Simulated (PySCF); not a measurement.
**H₂ at HSE06**

Level: HSE06. PySCF, no relativity, basis sets H aug-pcseg-1.

* state: singlet, closed shell
* bond length: 0.755 Å
* harmonic wavenumber: 4418 cm⁻¹
* force constant: 5.80 mdyn/Å
* rotational constant Be: 58.64 cm⁻¹
* anharmonicity ωexe: 110 cm⁻¹
* vibration–rotation constant αe: 2.69 cm⁻¹
* well depth De to H + H: 4.47 eV
* dissociation energy D0: 4.20 eV
* HOMO–LUMO gap: 11.96 eV
* bond order (Mayer): 1.00
